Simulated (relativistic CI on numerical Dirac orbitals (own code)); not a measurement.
# What each ingredient does to the levels of W35+

Base calculation: Dirac-Coulomb-Breit CI, separate exchange-only KLI orbitals for each configuration, model QED, unscaled Slater integrals.

Configurations in the expansion (outside the closed core [Ar] 3d10): 4s2.4p6.4d3, 4s2.4p6.4d2.4f, 4s2.4p5.4d4, 4s.4p6.4d4, 4s.4p6.4d3.4f, 4s2.4p6.4d2.5s, 4s2.4p6.4d.4f.5s, 4s2.4p6.4d2.5p, 4s2.4p6.4d2.5d, 4s2.4p5.4d3.5s, 4s2.4p6.4d.4f2, 4s2.4p6.4f3, 4s.4p6.4d.4f3, 4s2.4p6.4f2.5s, 4s2.4p6.4f2.5p, 4s2.4p6.4d.5s2, 4s2.4p6.4f.5s2, 4s.4p6.4d.4f.5s2, 4s2.4p6.5s2.5p. Double excitations out of closed p, d and f shells are left out; levels of such configurations are missing from the list, as are those of other unlisted configurations, and high levels can miss mixing partners. These lack a partner that the ground configuration has and come out too high: 4s2.4p6.4d2.5d, 4s2.4p5.4d3.5s.

The lowest level and the first level of each name with at least 55 % of one term (blank where a level has no safe partner in the second run):

| Level | Base (cm⁻¹) | Shift (cm⁻¹) |
| --- | --- | --- |
| 4s2.4p6.4d3 4F_3/2 | 0 | 0 |
| 4s2.4p6.4d3 4F_5/2 | 120646 | +3257 |
| 4s2.4p6.4d3 4P_1/2 | 156796 | +3183 |
| 4s2.4p6.4d3 4F_7/2 | 272176 | +6556 |
| 4s2.4p6.4d3 2P_1/2 | 308068 | +6343 |
| 4s2.4p6.4d3 2H_11/2 | 321191 | +7760 |
| 4s2.4p6.4d3 2F_7/2 | 346510 | +6939 |
| 4s2.4p6.4d3 2D_3/2 | 399330 | +6542 |
| 4s2.4p5.4d4 4I°_15/2 | 1556497 | +12887 |

At this charge energies of transitions that change n are usually good to better than 1 %, and those within a shell (Δn = 0) to a few per cent. Terms inside the open d or f shell come out 10 to 20 % too wide with unscaled integrals.

Question: One thing was changed in a second run, which moved the levels as shown. Which?
A. Breit term removed
B. configuration mixing switched off
C. QED terms removed
D. P86 correlation estimate

Answer: A. Breit term removed. The Breit term mainly narrows fine-structure intervals, so removing it widens them.

LS names give the leading component of a level, which can be under half, so a name can repeat, a term be missing and a line seem to break the LS rules.
